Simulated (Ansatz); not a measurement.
`C=C(Br)BC` + PH₃ → `CBP` + `C=CBr` at 500 K and 1 bar (ligand exchange at a B–C bond).

Isolated molecules relaxed with PBE0-D4/def2-TZVP in Ansatz; ΔE leaves out vibrations. CCSD(T)/CBS is the MP2 limit (def2-TZVPP, def2-QZVPP) plus CCSD(T) − MP2 in def2-TZVPP, frozen cores. This one scheme is used for every species. For Br outer-core shells are correlated without core-valence functions, which leaves a few kJ/mol of doubt a bond. Scalar relativity is left out up to krypton. Each species was taken in one conformer, which may not be the lowest.

```
    species  CCSD(T)/CBS energy (Eh)  H − E (kJ/mol)  S (J/(mol·K))
`C=C(Br)BC`              -2715.86330           259.8          414.1
        PH₃               -342.72256            81.5          231.4
      `CBP`               -407.38441           210.5          347.9
    `C=CBr`              -2651.19815           136.0          308.1
```

H − E and S are ideal-gas, rigid-rotor, harmonic terms from PBE0-D4/def2-TZVP, for one conformer and one mirror image of each species. 1 Eh = 2625.50 kJ/mol, R = 8.31446 J/(mol·K).

Question: By hand: ΔE, ΔH, ΔS and ΔG.

Answer: ΔE = (-407.38441) + (-2651.19815) − (-2715.86330) − (-342.72256) = 0.00330 Eh = 8.7 kJ/mol. Δ(H − E) = 210.5 + 136.0 − 259.8 − 81.5 = 5.2, so ΔH = 13.9 kJ/mol. ΔS = 347.9 + 308.1 − 414.1 − 231.4 = 10.5 J/(mol·K). ΔG = 13.9 − 500 × (10.5)/1000 = 8.7 kJ/mol.

Question: By hand: the equilibrium constant, and the temperature at which ΔG would vanish if ΔH and ΔS stayed fixed.

Answer: log₁₀ K = −ΔG/(RT ln 10) = -0.9. ΔG = 0 at ΔH/ΔS = 1324 K, though so small a ΔS makes that figure unsure.

TΔS isn't small against ΔH here. A doubt of 5 kJ/mol in ΔE shifts log₁₀ K by 0.5 here. Other conformers and mirror images would add mixing entropy, several J/(mol·K) or more a flexible species. Modes under 60 cm⁻¹, often nearly free rotors, make the harmonic entropy too high. These are equilibria of isolated gas molecules and say nothing of rates. Largest T1 diagnostic: 0.015 (customary marks: 0.02 for closed shells, 0.045 for open ones).
